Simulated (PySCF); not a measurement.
# Si: excitation energy

Si [Ne] 3s2 3p2 (3P) → Si [Ne] 3s1 3p2 3d1 (high-spin determinant), as a difference of total energies. Computed with PySCF 2.14 in x2c-TZVPPall with one added diffuse shell each of s, p, d type (6s6p4d1f, 51 functions), with scalar relativity by spin-free X2C-1e. Correlated levels: valence: [Ne] frozen; valence and next inner shell: 1s2 frozen. The calculations carry no spin-orbit coupling.

```csv
method,excitation energy (eV)
UHF,10.236
LDA,11.343
PBE,11.226
PBE0,11.269
r2SCAN,11.029
BP86,11.223
LC-wPBE,11.536
wB97M-V,11.772
BLYP,11.556
MP2 (valence),11.308
SCS-MP2 (valence),11.684
MP2 (valence and next inner shell),11.471
SCS-MP2 (valence and next inner shell),11.809
```

How much does correlation contribute at MP2 (valence and next inner shell)?

11.471 − (10.236) = 1.235 eV, measured against UHF.

The upper state lies above the first ionisation limit, but in LS coupling its spin forbids autoionisation to the ground ion.

The promoted electron is Rydberg-like, and one or two diffuse shells describe it only roughly, which tends to raise the upper state.

The determinant of the upper state mixes LS terms, which raises its energy above the lowest term, most at the Hartree-Fock and MP2 levels.
